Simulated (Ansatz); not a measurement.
Relaxation of GaH₃O (5 atoms, charge 0, multiplicity 1), to a largest force component of 0.03 eV/Å in at most 50 steps.

Theory: Ansatz 0.2.0, RKS PBE0-D4/def2-SVP.

```xyz
5
Properties=species:S:1:pos:R:3:forces:R:3
Ga 0.147 -0.058 0.184 0.57 -0.10 0.45
H 0.717 -0.143 1.622 -1.10 0.25 1.03
O 1.803 -0.415 -0.354 0.51 -0.14 -1.51
H 2.345 -0.515 0.432 0.01 0.00 0.02
H -1.077 0.178 -0.726 0.01 0.00 0.00
```

Problem. Where does it end, and by what steps?

Solution. The forces met the threshold. After 6 steps the energy has fallen by 0.565 eV; H2 moved furthest, 0.56 Å.

```tsv
step	energy less start (eV)	largest force component (eV/Å)	accepted
0	0.0000	1.508	yes
1	-0.3475	0.705	yes
2	-0.4993	0.341	yes
3	-0.5219	1.015	yes
4	-0.5639	0.276	yes
5	-0.5634	0.290	no
6	-0.5652	0.025	yes
```

```xyz
5
Properties=species:S:1:pos:R:3
Ga 0.256 -0.077 0.319
H 0.230 -0.035 1.886
O 1.814 -0.422 -0.482
H 2.560 -0.565 0.110
H -0.925 0.147 -0.674
```

Whether the end is a true minimum wasn't checked by a vibrational analysis.

Run time: 12 s on 1 thread of Arm Neoverse V1 (shared host), peak memory 0.11 GiB.
